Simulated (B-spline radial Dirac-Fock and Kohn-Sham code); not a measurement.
# Binding energies of Mo⁺ in different valence configurations

The computed values come from a B-spline atomic structure program: Dirac-Fock ΔSCF + Breit + QED. Correlation energy is missing from these numbers.

Reference: the tabulated ground configuration [Kr] 4d5, with 1s 20014.7 eV, 2p1/2 2641.8 eV, 2p3/2 2536.9 eV, 3p3/2 411.3 eV, 3d5/2 242.4 eV, 4p1/2 54.11 eV, Kα1 17477.9 eV, Kβ1 19603.4 eV, Lα1 2294.5 eV.

Shifts from the reference in eV.

| configuration | average energy | 1s | 2p1/2 | 2p3/2 | 3p3/2 | 3d5/2 | 4p1/2 | Kα1 | Kβ1 | Lα1 |
| --- | --- | --- | --- | --- | --- | --- | --- | --- | --- | --- |
| [Kr] 4d4 5p1 | +4.55 | +5.55 | +5.80 | +5.81 | +5.75 | +5.70 | +4.66 | -0.26 | -0.20 | +0.11 |
| [Kr] 4d3 5s2 | +3.53 | +9.02 | +9.57 | +9.58 | +9.38 | +9.27 | +6.96 | -0.56 | -0.36 | +0.31 |
| [Kr] 4d4 5s1 | +0.68 | +4.23 | +4.51 | +4.52 | +4.45 | +4.40 | +3.37 | -0.28 | -0.22 | +0.12 |
